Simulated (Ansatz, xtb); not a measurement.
# Two conformers of GaH7OSi2

We compare X, `[SiH3]O[SiH2][GaH2]`, a singlet, with Y, `[SiH3]O[SiH2][GaH2]`, a singlet. Both are isolated molecules in the gas phase, relaxed with B3LYP-D3(BJ)/def2-SVP.

X (Å):

```yaml
atoms:
  - { symbol: Ga, position_ang: [-1.3906, 1.6260, 0.1238] }
  - { symbol: O, position_ang: [-0.5897, 1.1283, -3.1155] }
  - { symbol: Si, position_ang: [-0.7191, 0.2114, -1.7245] }
  - { symbol: Si, position_ang: [-0.2786, 1.1286, -4.7448] }
  - { symbol: H, position_ang: [0.5945, -0.4555, -1.4442] }
  - { symbol: H, position_ang: [-1.7104, -0.8922, -1.9459] }
  - { symbol: H, position_ang: [-1.2362, 0.2327, -5.4586] }
  - { symbol: H, position_ang: [1.1117, 0.6547, -5.0111] }
  - { symbol: H, position_ang: [-0.4313, 2.5182, -5.2533] }
  - { symbol: H, position_ang: [-1.5831, 1.0142, 1.5688] }
  - { symbol: H, position_ang: [-1.6492, 3.1709, -0.0648] }
```

Y (Å):

```yaml
atoms:
  - { symbol: Ga, position_ang: [1.0888, 0.8762, -0.9366] }
  - { symbol: O, position_ang: [-1.5131, 1.4900, -3.0891] }
  - { symbol: Si, position_ang: [-2.6557, 0.2887, -3.1162] }
  - { symbol: Si, position_ang: [0.1150, 1.8380, -2.9449] }
  - { symbol: H, position_ang: [-3.9630, 0.8602, -2.6949] }
  - { symbol: H, position_ang: [-2.2707, -0.8117, -2.1819] }
  - { symbol: H, position_ang: [-2.7815, -0.2745, -4.4918] }
  - { symbol: H, position_ang: [0.8409, 1.3527, -4.1633] }
  - { symbol: H, position_ang: [0.2519, 3.3259, -2.9215] }
  - { symbol: H, position_ang: [0.2321, 0.0494, 0.1008] }
  - { symbol: H, position_ang: [2.6243, 1.0809, -0.6207] }
```

Which of the two would you expect CCSD(T)/def2-SVP + ΔMP2/def2-TZVPP electronic energies to favour?

Too close to call at this level: CCSD(T)/def2-SVP + ΔMP2/def2-TZVPP gives E(Y) − E(X) = +0.001 eV.

Level by level:

```tsv
level	geometry	E(Y) − E(X) (eV)	departure from the last row (eV)	job, with rough time for the two
B3LYP-D3(BJ)/def2-SVP	B3LYP-D3(BJ)/def2-SVP	−0.006	−0.008	optimisation, 2.7 min
HF/def2-SVP	B3LYP-D3(BJ)/def2-SVP	+0.021	+0.020	part of the CCSD(T) run
MP2/def2-SVP	B3LYP-D3(BJ)/def2-SVP	+0.003	+0.002	part of the CCSD(T) run
CCSD(T)/def2-SVP	B3LYP-D3(BJ)/def2-SVP	+0.001	0.000	single point
CCSD(T)/def2-SVP + ΔMP2/def2-TZVPP	B3LYP-D3(BJ)/def2-SVP	+0.001		single point, 22 s
```

The largest departure from CCSD(T)/def2-SVP + ΔMP2/def2-TZVPP is that of HF/def2-SVP, 0.020 eV. Levels run at GFN2-xTB geometries aren't shown. The last row adds to CCSD(T) the change of the MP2 difference between the two basis sets, here 0.000 eV.

With harmonic frequencies from B3LYP-D3(BJ)/def2-SVP (ideal gas, rigid rotor, one conformer each, 298.15 K, 1 atm): on the last row, ΔE + ΔZPE = +0.005 eV. A mode under 50 cm⁻¹ makes harmonic enthalpies and free energies unreliable, so none is given.

The correlated steps freeze 20 core orbitals; the filled d shell of Ga is correlated, in a basis made for valence electrons. Run with Ansatz 0.2.0; the last row on 2 threads of Intel(R) Xeon(R) 6975P-C (Granite Rapids) on a shared host.
